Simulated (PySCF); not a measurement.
C₂H₆ClFSi, SMILES Cl[Si@@H](CC)F. Heavy atoms are numbered as in [CH3:1][CH2:2][Si@@H:3]([F:4])[Cl:5]. Hydrogens are named by the atom that carries them.

Coordinates come from a PBE0-D3(BJ)/def2-SVP optimisation. The structure was generated by enumeration; whether it is a known compound was not checked. The values are those of a single conformer.

These are B3LYP/def2-TZVP in PySCF values and carry that method's errors.

Atomic charges (e), one atom of each kind:

```
atom       Mulliken  meta-Löwdin
---------  --------  -----------
C1 (CH3)      -0.35        -0.32
C2 (CH2)          …        -0.46
Si3 (SiH)      0.68         1.12
F4                …        -0.51
Cl5               …        -0.30
H on C1        0.12         0.11
H on C2           …         0.12
H on Si3      -0.06        -0.12
```

### Question
Some entries are withheld; supply them. (The exact figures need the calculation; the answer reports its results.)

### Answer

- C2 (CH2), Mulliken: -0.28
- F4, Mulliken: -0.33
- Cl5, Mulliken: -0.25
- H on C2, Mulliken: 0.11

Computed Mayer and Wiberg (Löwdin basis) orders of the bonds:
| bond | Mayer | Wiberg |
|---|---|---|
| C1–C2 | 0.96 | 1.31 |
| C2–Si3 | 1.00 | 1.16 |
| Si3–F4 | 1.07 | 1.69 |
| Si3–Cl5 | 1.14 | 1.81 |
